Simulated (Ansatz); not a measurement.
`CC(=O)C=O` + `[SiH3][CH]1[NH][AlH]1` → `C[N]1[AlH][CH]1[SiH3]` + `O=CC=O` at 400 K and 1 bar (substitution at a C–C bond).

Isolated molecules relaxed with PBE0-D4/def2-TZVP in Ansatz; ΔE leaves out vibrations. CCSD(T)/CBS adds triple-zeta CCSD(T) − MP2 to the extrapolated MP2 energy (def2 sets, frozen cores). This one scheme is used for every species. One conformer a species, not always the lowest.

```csv
species,CCSD(T)/CBS energy (Eh),H − E (kJ/mol),S (J/(mol·K))
`CC(=O)C=O`,-266.87948,198.0,341.7
`[SiH3][CH]1[NH][AlH]1`,-627.40419,196.0,361.2
`C[N]1[AlH][CH]1[SiH3]`,-666.65729,276.1,399.8
`O=CC=O`,-227.60469,117.6,290.5
```

H − E and S are ideal-gas, rigid-rotor, harmonic terms from PBE0-D4/def2-TZVP, for one conformer and one mirror image of each species. 1 Eh = 2625.50 kJ/mol, R = 8.31446 J/(mol·K).

**Question.** By hand: ΔE, ΔH, ΔS and ΔG.

**Answer.** ΔE = (-666.65729) + (-227.60469) − (-266.87948) − (-627.40419) = 0.02169 Eh = 56.9 kJ/mol. Δ(H − E) = 276.1 + 117.6 − 198.0 − 196.0 = -0.3, so ΔH = 56.6 kJ/mol. ΔS = 399.8 + 290.5 − 341.7 − 361.2 = -12.6 J/(mol·K). ΔG = 56.6 − 400 × (-12.6)/1000 = 61.6 kJ/mol.

**Question.** By hand: the equilibrium constant, and the temperature at which ΔG would vanish if ΔH and ΔS stayed fixed.

**Answer.** log₁₀ K = −ΔG/(RT ln 10) = -8.0. ΔH and −TΔS have one sign here, so there is no such temperature.

The number of gas molecules stays the same, so ΔS is small and ΔH decides. A doubt of 5 kJ/mol in ΔE shifts log₁₀ K by 0.7 here. Other conformers and mirror images would add mixing entropy, several J/(mol·K) or more a flexible species. These are equilibria of isolated gas molecules and say nothing of rates. Largest T1 diagnostic: 0.016 (customary marks: 0.02 for closed shells, 0.045 for open ones).

ΔS is within the doubt of such terms, so its sign, and with it that verdict, could turn.
